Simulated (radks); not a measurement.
Spherical quantum dot in the effective-mass picture: electrons in a hard-walled sphere of radius 1.5, with a point charge +1 (a donor) at the centre, all in effective atomic units (hartree* = m*/eps^2 hartree, bohr* = eps/m* bohr), one dielectric constant everywhere. Calculated with a radial shooting solver with Libxc functionals: non-relativistic Kohn-Sham, PBE, spin-polarised, spherical densities. Levels are named by radial order and angular momentum (1s, 1p, 1d, 2s, ...), and open shells are averaged over m. Results are scaled to m* = 0.031 and eps = 14.2, for which hartree* = 4.183 meV and bohr* = 24.24 nm.

N = 21, configuration 1s2 1p6 1d10 2s2 1f(up 1, down 0). This is the lowest configuration that the search found. Occupied and some empty levels:

level,occupation,eigenvalue (meV),<r> (nm)
1s up,1,84.485,21.07
1s down,1,84.602,21.03
1p up,3,91.502,23.51
1p down,3,91.648,23.50
1d up,5,101.53,24.92
1d down,5,101.70,24.91
2s up,1,110.45,16.52
2s down,1,110.51,16.54
1f up,1,114.41,25.94
1f down,0,114.58,25.93
1g up,0,129.94,26.74
1g down,0,130.12,26.73
2p up,0,130.15,19.04
2p down,0,130.23,19.04
2d up,0,150.98,20.70
2d down,0,151.07,20.70

Energy (meV): total 1239.41, kinetic 577.46, external -104.98, Hartree 858.82, exchange-correlation -91.892.

Electron density:

r (nm),n(r) (e/nm^3)
0.969,0.0004021
2.78,0.0003399
4.60,0.0002830
6.41,0.0002331
8.22,0.0001920
10.0,0.0001615
11.8,0.0001426
13.7,0.0001355
15.5,0.0001392
17.3,0.0001514
19.1,0.0001679
20.9,0.0001836
22.7,0.0001925
24.5,0.0001894
26.3,0.0001713
28.2,0.0001385
30.0,0.00009619
31.8,0.00005338
33.6,0.00002019
35.4,2.317e-06
